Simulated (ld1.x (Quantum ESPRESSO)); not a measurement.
**Al (Z = 13): TM pseudisation with PBE, fully relativistic reference atom.**

The input file (ld1.x (Quantum ESPRESSO) 7.5):

```
&input
   title='Al', zed=13., rel=2, dft='PBE', iswitch=3,
   config='[Ne] 3s1.75 3p1.25', rel_dist='average',
   nld=3, rlderiv=2.00, eminld=-3.0, emaxld=5.0, deld=0.02
 /
 &inputp
   pseudotype=2, tm=.true., lloc=0,
   nlcc=.false.,
   file_pseudopw='Al.UPF', file_wfcaegen='ae.wfc', file_wfcncgen='nc.wfc', file_beta='beta', file_chi='chi'
 /
2
3P  2  1   1.25   0.00  1.65  1.65  0.0
3S  1  0   1.75   0.00  1.85  1.85  0.0
 &test
   configts(1)='3s1.75 3p1.25'
 /
```

Command:

```bash
ld1.x < Al.in > Al.out
```

The program printed (shortened: banner, matrices, multipoles, cross overlaps and the repeated all-electron block are left out):

```
Program LD1 v.7.5
     --------------------------- All-electron run ----------------------------

     Al
     dirac relativistic calculation

     atomic number is 13.00
     dft =PBE   lsd =0 sic =0 latt =0  beta=0.20 tr2=1.0E-14
     Exchange-correlation= PBE
                           (   1   4   3   4   0   0   0)
     mesh =1135 r(mesh) = 100.48924 a.u. xmin = -7.00 dx = 0.01250
     1 Ry =  13.60569312 eV, c = 137.03599908

     n l j   nl                  e(Ry)          e(Ha)          e(eV)
     Spin orbit split results
     1 0 0.5 1S 1( 2.00)      -111.0956       -55.5478     -1511.5326
     2 0 0.5 2S 1( 2.00)        -7.9840        -3.9920      -108.6284
     2 1 0.5 2P 1( 2.00)        -5.1741        -2.5871       -70.3976
     2 1 1.5 2P 1( 4.00)        -5.1417        -2.5708       -69.9562
     3 0 0.5 3S 1( 1.75)        -0.5859        -0.2929        -7.9715
     3 1 0.5 3P 1( 0.42)        -0.2124        -0.1062        -2.8904
     3 1 1.5 3P 1( 0.83)        -0.2112        -0.1056        -2.8736
     Averaged results
     1 0     1S 1( 2.00)      -111.0956       -55.5478     -1511.5326
     2 0     2S 1( 2.00)        -7.9840        -3.9920      -108.6284
     2 1     2P 1( 6.00)        -5.1525        -2.5762       -70.1033
     3 0     3S 1( 1.75)        -0.5859        -0.2929        -7.9715
     3 1     3P 1( 1.25)        -0.2116        -0.1058        -2.8792

     final scf error:  8.1E-15 reached in  28 iterations

     Etot =    -485.278028 Ry,    -242.639014 Ha,   -6602.543932 eV

     Ekin =     486.336504 Ry,     243.168252 Ha,    6616.945230 eV
     Encl =   -1160.372435 Ry,    -580.186218 Ha,  -15787.671260 eV
     Eh   =     225.600034 Ry,     112.800017 Ha,    3069.444833 eV
     Exc  =     -36.842132 Ry,     -18.421066 Ha,    -501.262736 eV

     normalization and overlap integrals

     s(1S/1S) =  1.000000  <r> =   0.1202  <r2> =    0.0195  r(max) =   0.0779
     s(2S/2S) =  1.000000  <r> =   0.6259  <r2> =    0.4699  r(max) =   0.4954
     s(2P/2P) =  1.000000  <r> =   0.6018  <r2> =    0.4607  r(max) =   0.4264
     s(2P/2P) =  1.000000  <r> =   0.6040  <r2> =    0.4640  r(max) =   0.4317
     s(3S/3S) =  1.000000  <r> =   2.5300  <r2> =    7.4724  r(max) =   2.0856
     s(3P/3P) =  1.000000  <r> =   3.3954  <r2> =   13.8853  r(max) =   2.6118
     s(3P/3P) =  1.000000  <r> =   3.4047  <r2> =   13.9612  r(max) =   2.6118

     ------------------------ End of All-electron run ------------------------

     --------------------- Generating NC pseudopotential ---------------------

      Generating local pot.: lloc=0, matching radius rcloc =   1.8500

     Fully relativistic calculation: |psi|^2

     Wfc 3P LC norm =  0.99998252 SC norm =  0.00001672 missing  0.00000076

     Wfc 3P LC norm =  0.99998260 SC norm =  0.00001134 missing  0.00000606

      Wfc   3P  rcut= 1.665  Using Troullier-Martins method

      Wfc   3P  rcut= 1.665  Using Troullier-Martins method

     ------------------- End of pseudopotential generation -------------------

     Computing logarithmic derivative in   1.99635
     Computing logarithmic derivative in   1.99635
     Computing the partial wave expansion
       no projector for channel:   0
     R is outside the sphere for l=    1 j= 0.50
     R is outside the sphere for l=    1 j= 1.50

     ---------------------- Testing the pseudopotential ----------------------

     Al
     dirac relativistic calculation

     atomic number is 13.00   valence charge is  3.00
     dft =PBE   lsd =0 sic =0 latt =0  beta=0.20 tr2=1.0E-14
     mesh =1135 r(mesh) = 100.48924 xmin = -7.00 dx = 0.01250

     n l  j  nl             e AE (Ry)       e PS (Ry)    De AE-PS (Ry)
     1 0 0.5 3S   1( 1.75)       -0.58589       -0.58589        0.00000
     2 1 0.5 3P   1( 0.42)       -0.21244       -0.21243       -0.00001
     2 1 1.5 3P   1( 0.83)       -0.21121       -0.21121       -0.00000

     eps = 6.8E-15  iter = 23

     Etot =    -485.278028 Ry,    -242.639014 Ha,   -6602.543932 eV
     Etotps =    -3.782241 Ry,      -1.891120 Ha,     -51.460009 eV

     Ekin =       1.315980 Ry,       0.657990 Ha,      17.904823 eV
     Encl =      -6.689333 Ry,      -3.344667 Ha,     -91.013018 eV
     Ehrt =       2.833883 Ry,       1.416942 Ha,      38.556947 eV
     Ecxc =      -1.177559 Ry,      -0.588779 Ha,     -16.021506 eV
     Epseu=      -0.065212 Ry,      -0.032606 Ha,      -0.887255 eV

     ---------------------- End of pseudopotential test ----------------------
```

Generation and configuration tests took about 0.89 s on one core of a shared server CPU.

Transferability test of the new file with ld1.x, input:

```
&input
   title='Al', zed=13., rel=2, dft='PBE', iswitch=2,
   config='[Ne] 3s1.75 3p1.25', rel_dist='average'
 /
 &test
   file_pseudo='Al.UPF', nconf=8,
   configts(1)='3s1.75 3p1.25',
   configts(2)='3s2 3p1',
   configts(3)='3s2 3p0',
   configts(4)='3s1 3p0',
   configts(5)='3s0 3p3',
   configts(6)='3s2 3p0.5',
   configts(7)='3s2 3p1.3',
   configts(8)='3s1 3p1'
 /
```

```bash
ld1.x < Al.test.in > Al.test.out
```

Pseudopotential blocks of its output, shortened (energy terms left out):

```
     ---------------------- Testing the pseudopotential ----------------------

     n l  j  nl             e AE (Ry)       e PS (Ry)    De AE-PS (Ry)
     1 0 0.5 3S   1( 1.75)       -0.58589       -0.58589        0.00000
     2 1 0.5 3P   1( 0.42)       -0.21244       -0.21243       -0.00001
     2 1 1.5 3P   1( 0.83)       -0.21121       -0.21121       -0.00000

     eps = 6.9E-15  iter = 23

     Etot =    -485.278028 Ry,    -242.639014 Ha,   -6602.543932 eV
     Etotps =    -3.782241 Ry,      -1.891120 Ha,     -51.460009 eV

     ---------------------- End of pseudopotential test ----------------------

          ---------------------- Testing the pseudopotential ----------------------

     n l  j  nl             e AE (Ry)       e PS (Ry)    De AE-PS (Ry)
     1 0 0.5 3S   1( 2.00)       -0.56981       -0.57014        0.00033
     2 1 0.5 3P   1( 0.33)       -0.20013       -0.20011       -0.00003
     2 1 1.5 3P   1( 0.67)       -0.19893       -0.19891       -0.00002

     eps = 7.0E-15  iter = 16

     Etot =    -485.371128 Ry,    -242.685564 Ha,   -6603.810616 eV
     Etotps =    -3.875387 Ry,      -1.937693 Ha,     -52.727320 eV
     dEtot_ae =      -0.093100 Ry
     dEtot_ps =      -0.093146 Ry,   Delta E=       0.000046 Ry

     ---------------------- End of pseudopotential test ----------------------

          ---------------------- Testing the pseudopotential ----------------------

     n l  j  nl             e AE (Ry)       e PS (Ry)    De AE-PS (Ry)
     1 0 0.5 3S   1( 2.00)       -1.08850       -1.08944        0.00094
     2 1 0.5 3P   1( 0.00)       -0.66657       -0.66702        0.00044
     2 1 1.5 3P   1( 0.00)       -0.66482       -0.66527        0.00045

     eps = 1.5E-15  iter = 12

     Etot =    -484.947682 Ry,    -242.473841 Ha,   -6598.049337 eV
     Etotps =    -3.451814 Ry,      -1.725907 Ha,     -46.964317 eV
     dEtot_ae =       0.330347 Ry
     dEtot_ps =       0.330427 Ry,   Delta E=      -0.000081 Ry

     ---------------------- End of pseudopotential test ----------------------

          ---------------------- Testing the pseudopotential ----------------------

     n l  j  nl             e AE (Ry)       e PS (Ry)    De AE-PS (Ry)
     1 0 0.5 3S   1( 1.00)       -1.74539       -1.73931       -0.00608  !
     2 1 0.5 3P   1( 0.00)       -1.26600       -1.26472       -0.00128
     2 1 1.5 3P   1( 0.00)       -1.26354       -1.26243       -0.00111

     eps = 2.1E-15  iter = 14

     Etot =    -483.534648 Ry,    -241.767324 Ha,   -6578.824031 eV
     Etotps =    -2.039818 Ry,      -1.019909 Ha,     -27.753132 eV
     dEtot_ae =       1.743381 Ry
     dEtot_ps =       1.742423 Ry,   Delta E=       0.000957 Ry

     ---------------------- End of pseudopotential test ----------------------

          ---------------------- Testing the pseudopotential ----------------------

     n l  j  nl             e AE (Ry)       e PS (Ry)    De AE-PS (Ry)
     1 0 0.5 3S   1( 0.00)       -0.68209       -0.67698       -0.00511  !
     2 1 0.5 3P   1( 1.00)       -0.28701       -0.28598       -0.00103
     2 1 1.5 3P   1( 2.00)       -0.28556       -0.28460       -0.00096

     eps = 4.0E-16  iter = 16

     Etot =    -484.603023 Ry,    -242.301512 Ha,   -6593.360020 eV
     Etotps =    -3.110411 Ry,      -1.555206 Ha,     -42.319299 eV
     dEtot_ae =       0.675005 Ry
     dEtot_ps =       0.671830 Ry,   Delta E=       0.003175 Ry

     ---------------------- End of pseudopotential test ----------------------

          ---------------------- Testing the pseudopotential ----------------------

     n l  j  nl             e AE (Ry)       e PS (Ry)    De AE-PS (Ry)
     1 0 0.5 3S   1( 2.00)       -0.81536       -0.81587        0.00051
     2 1 0.5 3P   1( 0.17)       -0.41998       -0.42007        0.00008
     2 1 1.5 3P   1( 0.33)       -0.41852       -0.41861        0.00009

     eps = 8.3E-16  iter = 14

     Etot =    -485.217838 Ry,    -242.608919 Ha,   -6601.724999 eV
     Etotps =    -3.722090 Ry,      -1.861045 Ha,     -50.641614 eV
     dEtot_ae =       0.060190 Ry
     dEtot_ps =       0.060151 Ry,   Delta E=       0.000040 Ry

     ---------------------- End of pseudopotential test ----------------------

          ---------------------- Testing the pseudopotential ----------------------

     n l  j  nl             e AE (Ry)       e PS (Ry)    De AE-PS (Ry)
     1 0 0.5 3S   1( 2.00)       -0.44076       -0.44105        0.00029
     2 1 0.5 3P   1( 0.43)       -0.08552       -0.08550       -0.00002
     2 1 1.5 3P   1( 0.87)       -0.08447       -0.08446       -0.00001

     eps = 1.4E-15  iter = 15

     Etot =    -485.413362 Ry,    -242.706681 Ha,   -6604.385236 eV
     Etotps =    -3.917614 Ry,      -1.958807 Ha,     -53.301853 eV
     dEtot_ae =      -0.135333 Ry
     dEtot_ps =      -0.135373 Ry,   Delta E=       0.000040 Ry

     ---------------------- End of pseudopotential test ----------------------

          ---------------------- Testing the pseudopotential ----------------------

     n l  j  nl             e AE (Ry)       e PS (Ry)    De AE-PS (Ry)
     1 0 0.5 3S   1( 1.00)       -1.14733       -1.14461       -0.00272
     2 1 0.5 3P   1( 0.33)       -0.71775       -0.71745       -0.00030
     2 1 1.5 3P   1( 0.67)       -0.71592       -0.71569       -0.00023

     eps = 2.5E-16  iter = 14

     Etot =    -484.520661 Ry,    -242.260330 Ha,   -6592.239425 eV
     Etotps =    -3.025651 Ry,      -1.512826 Ha,     -41.166080 eV
     dEtot_ae =       0.757367 Ry
     dEtot_ps =       0.756590 Ry,   Delta E=       0.000777 Ry

     ---------------------- End of pseudopotential test ----------------------
```
